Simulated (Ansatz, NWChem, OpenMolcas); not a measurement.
**Computed against measured: dipole moment**

10 molecules; the dipole moment in D, computed less measured. Shapes, held fixed at every level: PBE0-D4/def2-TZVP. No vibrational averaging. Dipoles are compared by magnitude; molecules under 1 D, whose direction can flip, are left out. Programs: Ansatz 0.2.0, NWChem 7.3.0, OpenMolcas 26.06. A level may come from different programs for different species; with the same settings they agree closely. Measured values: NIST CCCBDB.

Levels: A = HF/aug-cc-pVDZ; B = BLYP/aug-cc-pVDZ; C = r2SCAN/aug-cc-pVDZ; D = r2SCAN-D4/def2-TZVPP.

```csv
molecule,measured,A,B,C,D
C2H2O (ethenone),1.42,+0.35,-0.04,+0.03,-0.01
CH2Cl2 (dichloromethane),1.60,+0.25,+0.01,+0.07,+0.06
CH2ClF (SMILES FCCl),1.82,+0.23,-0.08,-0.02,-0.05
CH2F2 (difluoromethane),1.97,+0.21,-0.16,-0.13,-0.17
SiH3Cl (chlorosilane),1.31,+0.24,-0.01,+0.04,-0.09
C2H2F2 (vinylidene fluoride),1.38,+0.12,-0.26,-0.25,-0.34
C2H3Br (vinyl bromide),1.42,+0.33,-0.07,+0.05,+0.03
CH5N (SMILES CN),1.31,+0.07,-0.04,-0.03,-0.03
C2H5F (SMILES CCF),1.96,+0.16,-0.11,-0.08,-0.13
C2H5N (N-methylmethanimine),1.53,+0.21,-0.11,-0.07,-0.10
```

Problem. Which level does best on this set, which worst, and which err to one side?

Solution. 
```tsv
level	kind	mean error	mean absolute error	worst case
HF/aug-cc-pVDZ	Hartree–Fock	+0.217	0.217	C2H2O
BLYP/aug-cc-pVDZ	GGA	-0.087	0.089	C2H2F2
r2SCAN/aug-cc-pVDZ	meta-GGA	-0.039	0.077	C2H2F2
r2SCAN-D4/def2-TZVPP	meta-GGA	-0.083	0.101	C2H2F2
```

On this set r2SCAN/aug-cc-pVDZ has the smallest mean absolute error and HF/aug-cc-pVDZ the largest. HF/aug-cc-pVDZ is too high in 10 of 10; BLYP/aug-cc-pVDZ is too low in 9 of 10; r2SCAN-D4/def2-TZVPP is too low in 8 of 10. The levels differ in basis as well as in method. The smallest two are near a tie. Relativity is left out for Br. The set is small.
